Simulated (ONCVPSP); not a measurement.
**nickel, ONCV: configuration errors across variants**

```
Element                 : nickel
Generator               : ONCVPSP 4.0.1
Type                    : optimised norm-conserving Vanderbilt (ONCV)
Functional              : PBE
Relativity              : scalar-relativistic
Frozen core             : [Ne] 3s2
Valence charge          : 16
Reference configuration : 3p6 3d8 4s1.75 4p0.25
Partial waves           : 4s: rc 2.20 bohr, ncon 4, nbas 9, qcut 2.6 1/bohr, 1 projector; 3p+4p: rc 1.10 bohr, ncon 4, nbas 8, qcut 13.5 1/bohr, 2 projectors; 3d: rc 1.25 bohr, ncon 4, nbas 9, qcut 13.9 1/bohr, 2 projectors, debl 2.8 Ha
Local potential         : polynomial inside 1.10 bohr (lpopt 1, dvloc0 -1 Ha)
Core correction         : Teter function, fcfact 2, rcfact 1.4
```

All-electron excitation energies from the reference (eV): (1) 3p6 3d8 4s2 4p0 -1.115; (2) 3p6 3d8 4s1 4p0 8.208; (3) 3p5 3d8 4s2 4p0 78.409.

1 further variants failed, have other tests or too few solved ones, and are left out.

A true bound ghost makes a file unfit for plane-wave use even where its test errors are small: the radial tests pick states by their node count and pass the ghost by.

Errors AE − PS in meV (a dash: test not solved or not reliable):

| change | (1) | (2) | (3) | bound ghosts | GHOST(+) flags above zero |
| --- | --- | --- | --- | --- | --- |
| base | -0.1 | -2.2 | -152 | s | none |
| d: qcut 10.4 | -0.1 | -1.6 | -234 | s | none |
| d: qcut 13.4 | -0.1 | -2.1 | -160 | s | none |
| d: qcut 15.9 | -0.1 | -2.4 | -128 | s | none |
| d: qcut 18.3 | -0.1 | -2.4 | -126 | s | none |

(1) Give the same row for: d: qcut 9.3.

Results:

(1) -0.1, -1.2, -280; bound ghosts: s; GHOST(+) flags above zero: none.
